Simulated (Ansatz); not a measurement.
# AlPH3F3: which of these isomers lies lowest?

2 of its isomers, all singlets with charge 0: A = `[F][Al-]([F])([F])[PH3+]`; B = `F[P+](F)(F)[AlH3-]`.

Shapes, held fixed at every level: PBE0-D4/def2-TZVP. Programs: Ansatz 0.2.0.

Electronic energies in kJ/mol, without zero-point or thermal terms.

Q: From chemical knowledge, estimate the order of stability.

A: A < B in rising energy, over a span of 439 kJ/mol, by CCSD(T)/CBS estimate. All levels agree on that. The B − A difference spans +405.8 to +512.5 kJ/mol over the levels. The CBS estimate extrapolates MP2 from def2-TZVPP and def2-QZVPP and adds CCSD(T) − MP2 in the triple-zeta set, cores frozen.

| level | kind | B − A |
| --- | --- | --- |
| r2SCAN-D4/def2-TZVPP | meta-GGA | +417.9 |
| r2SCAN0-D4/def2-TZVPP | global hybrid | +423.8 |
| wB97M-V/def2-TZVPP | range-separated hybrid | +405.8 |
| MP2/def2-SVP | perturbation theory | +512.5 |
| CCSD(T)/def2-SVP | coupled cluster or CI | +502.8 |
| CCSD/def2-SVP | coupled cluster or CI | +509.4 |
| CCSD(T)/def2-TZVPP | coupled cluster or CI | +436.7 |
| CCSD(T)/CBS estimate | coupled cluster or CI | +439.2 |
